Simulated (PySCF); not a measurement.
Computed properties of Si(Me)(OH)2(PH2) (CH7O2PSi), SMILES P[Si](O)(O)C

CH7O2PSi, SMILES P[Si](O)(C)O. Geometry optimised at PBE0-D3(BJ)/def2-SVP. The structure was generated by enumeration, and PubChem lists no compound with its InChIKey, so it may never have been made. The values are those of a single conformer. All values are computed for the isolated molecule unless a solvent is named; none is compared with measurement here.

**Structure.** All 30 harmonic modes at PBE0-D3(BJ)/def2-SVP (PySCF) are real, so it is a minimum. With heavy atoms numbered as in [CH3:1][Si:2]([OH:3])([OH:4])[PH2:5], the shortest bond between them is Si2–O4 at 1.666 Å and the longest Si2–P5 at 2.256 Å.

**Vibrations.** The strongest infrared lines (harmonic, unscaled, degenerate partners summed) lie at 871 cm⁻¹ (345 km/mol, H 62 %, Si 18 %, O 14 %), 371 cm⁻¹ (138 km/mol, H 52 %, O 36 %), 944 cm⁻¹ (130 km/mol, Si 47 %, O 38 %, H 13 %). The softest mode is at 119 cm⁻¹ and the zero-point energy is 52.6 kcal/mol.

**Electronic structure.** PBE0/def2-TZVP (PySCF) places the frontier levels at -7.31 and 0.37 eV, a gap of 7.68 eV, and gives a dipole moment of 1.44 D and a mean polarisability of 69.6 bohr³. PBE/def2-TZVP (PySCF) at the same geometry gives -6.17 and -0.47 eV, so its gap is 1.98 eV narrower. An orbital gap is neither the optical nor the fundamental gap.

**Excitations.** TDA-ωB97X/def2-SVPD (PySCF) has S1 at 6.68 eV (186 nm, f = 0.018, weak); the most intense of the 10 singlets computed lies at 7.73 eV (f = 0.39). T1 (TDA) is at 5.91 eV, 0.77 eV under S1. TDA-PBE/def2-SVPD (PySCF) puts S1 at 5.47 eV. No vertical singlet excitation falls in the visible range (under 3.1 eV).

**NMR.** GIAO shifts at B3LYP/pcSseg-1 (PySCF) (non-relativistic, atoms alike by connectivity averaged): ¹³C at 6.5 ppm against TMS; ¹H from 0.6 to 1.9 ppm against TMS; ²⁹Si at 14.3 ppm against TMS.
